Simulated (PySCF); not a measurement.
Spectra and structures to be paired. Method: PySCF, TDDFT PBE0/def2-SVPD, vertical, gas phase, core orbitals frozen in the response. Geometries: GFN2-xTB; one conformer of each isolated species. Triplets are in the Tamm–Dancoff approximation.

A. `CNc1cccc(O)c1`
B. `N[SiH]1CC=CC1`
C. `N#C[C@@H]1OC[C@]12CO[C@@H]2F`
D. `CN[SiH2]C`
E. `Sc1ccno1`

Lowest singlet levels (six at most, fewer where fewer were computed) with oscillator strengths:

1. 195 nm (f 0.026); 190 nm (f 0.000); 187 nm (f 0.001); 184 nm (f 0.006); 179 nm (f 0.004); 173 nm (f 0.149); T1 4.44 eV
2. 233 nm (f 0.001); 221 nm (f 0.248); 203 nm (f 0.014); 193 nm (f 0.005); 184 nm (f 0.000); 182 nm (f 0.017); T1 3.90 eV
3. 194 nm (f 0.004); 173 nm (f 0.002); 172 nm (f 0.002); 166 nm (f 0.006); 165 nm (f 0.009); 159 nm (f 0.016); T1 5.90 eV
4. 258 nm (f 0.043); 239 nm (f 0.003); 228 nm (f 0.041); 225 nm (f 0.140); 208 nm (f 0.005); 204 nm (f 0.010); T1 3.90 eV
5. 212 nm (f 0.003); 198 nm (f 0.019); 177 nm (f 0.013); 174 nm (f 0.010); 164 nm (f 0.026); 163 nm (f 0.033); T1 5.60 eV

Task: Which spectrum belongs to which structure?

Result: 1 = B, 2 = E, 3 = C, 4 = A, 5 = D.
- A: S1 at 4.80 eV, HOMO→LUMO (85%), HOMO-1→LUMO+2 (8%); Löwdin shares by element: HOMO carbon 44% or more, nitrogen 24% (atoms not listed hold the other 32%); LUMO carbon 66% or more (atoms not listed hold the other 34%); HOMO -5.68 and LUMO 0.15 eV.
- B: S1 at 6.34 eV, HOMO-1→LUMO (92%); Löwdin shares by element: HOMO carbon 83% (atoms not listed hold the other 17%); LUMO silicon 30%, hydrogen 27% or more, nitrogen 14% (atoms not listed hold the other 30%); HOMO -6.95 and LUMO 0.56 eV.
- C: S1 at 6.39 eV, HOMO→LUMO (97%); Löwdin shares by element: HOMO oxygen 55% or more, carbon 18% or more, hydrogen 6% or more (atoms not listed hold the other 21%); LUMO carbon 34% or more, nitrogen 23%, oxygen 13% or more (atoms not listed hold the other 30%); HOMO -8.64 and LUMO -0.69 eV.
- D: S1 at 5.85 eV, HOMO→LUMO (85%), HOMO→LUMO+1 (14%); Löwdin shares by element: HOMO nitrogen 57%, carbon 11% or more, silicon 10%, hydrogen 6% or more (atoms not listed hold the other 16%); LUMO silicon 27%, carbon 26%, hydrogen 9% or more (atoms not listed hold the other 38%); HOMO -6.63 and LUMO 0.60 eV.
- E: S1 at 5.32 eV, HOMO→LUMO+1 (95%); Löwdin shares by element: HOMO sulfur 37%, carbon 32% or more, nitrogen 18%; LUMO carbon 38% or more, nitrogen 21%, oxygen 16% (atoms not listed hold the other 25%); HOMO -6.96 and LUMO -0.64 eV; point group Cs, 1 of its 6 listed states under f = 0.0005.
B and C have S1 within 0.05 eV of each other; their strongest listed levels stand at 7.17 eV (f 0.149) and 7.82 eV (f 0.016).

Without π bonds the low states may be Rydberg-like; a valence basis with one diffuse set may place them up to an eV too high.
